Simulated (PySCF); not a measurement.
Nb³⁹⁺: ionisation energy

Nb³⁹⁺ 1s2 (1S) → Nb⁴⁰⁺ 1s1 (2S), as a difference of total energies. Computed with PySCF 2.14 in an even-tempered Gaussian basis (17 s from 66 bohr⁻², ratio 2.2; 7 p from 99 bohr⁻², ratio 2.4; 4 d from 300 bohr⁻², ratio 2.4; 3 f from 450 bohr⁻², ratio 2.4; 3 g from 670 bohr⁻², ratio 2.4), with scalar relativity by spin-free X2C-1e. Correlated levels: nothing frozen; virtual orbitals above 40 to 60 times the deepest correlated orbital energy dropped. The calculations carry no spin-orbit coupling.

```csv
method,ionisation energy (eV),difference from reference (eV)
UHF,22676.0,+28.0
MP2 (all electrons),22677.5,+29.5
SCS-MP2 (all electrons),22677.7,+29.7
CCSD (all electrons),22677.5,+29.5
```

Reference: 22648.0 eV (theoretical estimate listed by NIST; NIST Atomic Spectra Database, ionization energies).

For this ion Breit and QED terms and the two-electron picture change, all absent here, outweigh the differences among the correlated methods.

With two correlated electrons CCSD is exact in that space.
